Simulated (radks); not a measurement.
Re V, configuration [Xe] 4f14 5d3.

All-electron calculation, scalar-relativistic Kohn-Sham, PBE, spin-polarised, spherical densities, finite nucleus; open shells are filled with parallel spins first (spin-orbit coupling, left out, can overturn this in heavy ions); Fermi nuclear charge, rms radius 5.3698 fm. Program: a radial shooting solver on a logarithmic mesh with Libxc functionals.

Energy parts (eV):
total: -454052.52
kinetic: 501576.15
electron-nucleus: -1120634.30
Hartree: 173960.52
exchange-correlation: -8954.89

Orbitals (lengths in bohr, moments of r in powers of bohr; <r^-3> diverges for s and p1/2; r(max) is where P^2 peaks; r(90%) holds 90 % of the orbital's charge):
| orbital | occ. | eigenvalue (eV) | <r^-3> | r(max) | <1/r> | r(90%) |
|---|---|---|---|---|---|---|
| 1s down | 1 | -71681.49 | - | 0.01124 | 88.72 | 0.0329 |
| 1s up | 1 | -71681.48 | - | 0.01124 | 88.72 | 0.0329 |
| 2s up | 1 | -12466.27 | - | 0.06453 | 20.76 | 0.118 |
| 2s down | 1 | -12466.08 | - | 0.06453 | 20.76 | 0.118 |
| 2p up | 3 | -10887.59 | 20800 | 0.05303 | 18.75 | 0.111 |
| 2p down | 3 | -10887.44 | 20800 | 0.05303 | 18.75 | 0.111 |
| 3s up | 1 | -2920.595 | - | 0.1820 | 7.691 | 0.289 |
| 3s down | 1 | -2920.539 | - | 0.1820 | 7.691 | 0.289 |
| 3p up | 3 | -2454.866 | 4663 | 0.1803 | 7.086 | 0.296 |
| 3p down | 3 | -2454.801 | 4663 | 0.1803 | 7.086 | 0.296 |
| 3d up | 5 | -1926.198 | 595.4 | 0.1469 | 6.690 | 0.278 |
| 3d down | 5 | -1926.070 | 595.4 | 0.1469 | 6.690 | 0.278 |
| 4s up | 1 | -644.9284 | - | 0.4126 | 3.274 | 0.632 |
| 4s down | 1 | -644.7566 | - | 0.4126 | 3.273 | 0.632 |
| 4p up | 3 | -492.1084 | 1091 | 0.4330 | 2.971 | 0.681 |
| 4p down | 3 | -491.9496 | 1090 | 0.4330 | 2.971 | 0.681 |
| 4d up | 5 | -300.1700 | 119.7 | 0.4432 | 2.648 | 0.749 |
| 4d down | 5 | -299.9808 | 119.7 | 0.4433 | 2.648 | 0.748 |
| 5s up | 1 | -130.1793 | - | 0.9377 | 1.297 | 1.48 |
| 5s down | 1 | -128.4698 | - | 0.9339 | 1.308 | 1.47 |
| 5p up | 3 | -91.5942 | 167.4 | 1.058 | 1.105 | 1.72 |
| 5p down | 3 | -89.3804 | 171.6 | 1.051 | 1.115 | 1.71 |
| 4f up | 7 | -87.1513 | 20.97 | 0.4168 | 2.164 | 0.954 |
| 4f down | 7 | -86.7746 | 21.09 | 0.4167 | 2.171 | 0.946 |
| 5d up | 3 | -46.9642 | 11.12 | 1.348 | 0.8038 | 2.38 |
| 5d down | 0 | -44.3066 | 11.25 | 1.338 | 0.8048 | 2.39 |

The highest occupied level is 5d up at -46.964 eV. The density falls to 0.001 e/bohr^3 at r = 3.17 bohr. For comparison, the ionisation energy in NIST's Atomic Spectra Database is 52 eV (theoretical). In exact Kohn-Sham theory the highest level is minus the ionisation energy, but local and semilocal functionals leave it too shallow, through self-interaction and a potential that decays too fast; potentials with the right tail come closer. Spin moment in Bohr magnetons: 3. The spin density at the nucleus is -18.32 e/bohr^3 (1s -0.10, 2s -1.47, 3s 0.15, 4s 1.65, 5s -18.54). The electron density at the nucleus is 1.649e+06 e/bohr^3 (large components only). Summed over all electrons, <r^2> = 31.98 bohr^2, which gives a Langevin (diamagnetic) susceptibility term of -25.3 x 10^-6 cm^3/mol.
